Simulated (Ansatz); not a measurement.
Molecular dynamics of F$_{2}$H$_{4}$N$_{2}$Ti

Input file:

```yaml
crystal:
  periodic: [false, false, false]
  atoms:
    - { symbol: Ti, position_ang: [-0.014153, 0.001098, -0.069735] }
    - { symbol: F, position_ang: [-0.076322, 0.132478, 1.693672] }
    - { symbol: "N", position_ang: [1.781941, -0.078367, -0.609011] }
    - { symbol: H, position_ang: [2.24667, -0.834117, -1.119695] }
    - { symbol: H, position_ang: [2.44792, 0.678847, -0.415359] }
    - { symbol: F, position_ang: [-0.776875, 1.404, -0.832307] }
    - { symbol: "N", position_ang: [-0.804526, -1.591937, -0.649742] }
    - { symbol: H, position_ang: [-0.927769, -2.429512, -0.069314] }
    - { symbol: H, position_ang: [-1.321986, -1.697689, -1.529909] }
basis:
  gaussian: { orbitals: def2-SVP }
hamiltonian:
  xc: pbe
  dispersion: d4
md:
  timestep: 0.5
  n_steps: 500
  ensemble: nvt_langevin
  temperature: 300.0
  initial_velocities: maxwell_boltzmann
  seed: 436864
  friction: 0.01
  temperature_schedule:
    - { n_steps: 125, end_temperature: 300.0 }
    - { n_steps: 375, end_temperature: 10.0 }
```

Command:

```bash
$ ansatz run input.yaml --threads 4 --pin off --max-ram 5120MiB --backend cpu --events-out ev --progress --plain --runs-dir out
```

It starts from a relaxed structure.

Output, in part (step lines, the closing report, with atoms numbered from 0):

```
md step     0: t =     0.00 fs  T =   266.7 K (target 300.0 K)  F+E_penalty+E_count = -31576.37111259 eV  E_kin = 0.310224 eV  (31 SCF iters)
md step     1: t =     0.50 fs  T =   247.1 K (target 300.0 K)  F+E_penalty+E_count = -31576.36108135 eV  E_kin = 0.287503 eV  (33 SCF iters)
md step     2: t =     1.00 fs  T =   211.2 K (target 300.0 K)  F+E_penalty+E_count = -31576.33401888 eV  E_kin = 0.245718 eV  (33 SCF iters)
md step     3: t =     1.50 fs  T =   206.0 K (target 300.0 K)  F+E_penalty+E_count = -31576.29937099 eV  E_kin = 0.239654 eV  (32 SCF iters)
md step     4: t =     2.00 fs  T =   170.6 K (target 300.0 K)  F+E_penalty+E_count = -31576.27248360 eV  E_kin = 0.198509 eV  (32 SCF iters)
md step     5: t =     2.50 fs  T =   137.0 K (target 300.0 K)  F+E_penalty+E_count = -31576.26550766 eV  E_kin = 0.159405 eV  (32 SCF iters)
md step     6: t =     3.00 fs  T =   135.4 K (target 300.0 K)  F+E_penalty+E_count = -31576.27519750 eV  E_kin = 0.157470 eV  (32 SCF iters)
md step     7: t =     3.50 fs  T =   162.8 K (target 300.0 K)  F+E_penalty+E_count = -31576.29446773 eV  E_kin = 0.189440 eV  (33 SCF iters)
[... lines left out ...]
md step   497: t =   248.50 fs  T =   136.0 K (target 12.7 K)  F+E_penalty+E_count = -31576.18673388 eV  E_kin = 0.158184 eV  (34 SCF iters)
md step   498: t =   249.00 fs  T =   129.5 K (target 11.9 K)  F+E_penalty+E_count = -31576.17965213 eV  E_kin = 0.150650 eV  (32 SCF iters)
md step   499: t =   249.50 fs  T =   142.4 K (target 11.2 K)  F+E_penalty+E_count = -31576.19353991 eV  E_kin = 0.165605 eV  (34 SCF iters)
md step   500: t =   250.00 fs  T =   163.9 K (target 10.4 K)  F+E_penalty+E_count = -31576.22242646 eV  E_kin = 0.190640 eV  (31 SCF iters)
Total energy: -31576.22253033 eV, -1160.4047748573 hartree
Atom 0 at     0.031929     0.254756    -0.294708 Å, force     0.927407    -0.266561    -0.210576 eV/Å
Atom 1 at     0.214394     0.274600     1.478848 Å, force    -0.286195     0.060215    -0.311582 eV/Å
Atom 2 at     1.808937     0.089724    -0.960022 Å, force    -0.686138     1.214589     0.763688 eV/Å
Atom 3 at     2.207211    -0.639381    -1.526999 Å, force     0.349631    -0.515702    -0.420780 eV/Å
Atom 4 at     2.491640     0.847234    -0.751119 Å, force    -0.275236    -0.497687    -0.200521 eV/Å
Atom 5 at    -0.732162     1.706463    -0.963037 Å, force     0.036132     0.016982     0.072465 eV/Å
Atom 6 at    -0.795265    -1.328640    -0.856373 Å, force     0.182506     1.478506    -1.160485 eV/Å
Atom 7 at    -0.903732    -1.923725    -0.075372 Å, force    -0.314644    -1.541046     1.334591 eV/Å
Atom 8 at    -1.390314    -1.603280    -1.646157 Å, force     0.066537     0.050703     0.133200 eV/Å
Dipole moment:     0.057413    -0.446954    -0.266146 e Å
```

The steps, from the saved trajectory:

```csv
time (fs),T (K),potential energy less start (eV)
0,267,0.000
8,70,0.147
16,96,0.158
24,199,0.108
32,151,0.160
40,157,0.145
48,190,0.115
56,117,0.259
64,153,0.236
72,286,0.117
80,206,0.123
88,174,0.111
96,145,0.105
104,159,0.120
112,153,0.172
120,209,0.118
128,249,0.150
136,162,0.247
144,197,0.224
152,193,0.205
160,211,0.180
168,214,0.135
176,215,0.189
184,101,0.314
192,154,0.270
200,300,0.149
208,218,0.196
216,131,0.293
224,164,0.244
232,278,0.101
240,191,0.169
248,157,0.161
```

All steps were run. The schedule's set-point averaged 107 K over the second half and the system 197 K, so it lags behind the ramp. A run of 0.25 ps of so small a system gives no equilibrium averages.

No bond is clearly made or broken; grazing contacts change: Ti1–H8 2.60 → 2.38 Å. Pairs count as bonded within 1.25 times the sum of covalent radii (0.12 Å more for H–H).

Last frame:

```xyz
9
Properties=species:S:1:pos:R:3
Ti 0.032 0.255 -0.295
F 0.214 0.275 1.479
N 1.809 0.090 -0.960
H 2.207 -0.639 -1.527
H 2.492 0.847 -0.751
F -0.732 1.706 -0.963
N -0.795 -1.329 -0.856
H -0.904 -1.924 -0.075
H -1.390 -1.603 -1.646
```

The run took 10 min on 4 threads of Arm Neoverse V1, on a shared host, peak memory 0.18 GiB.
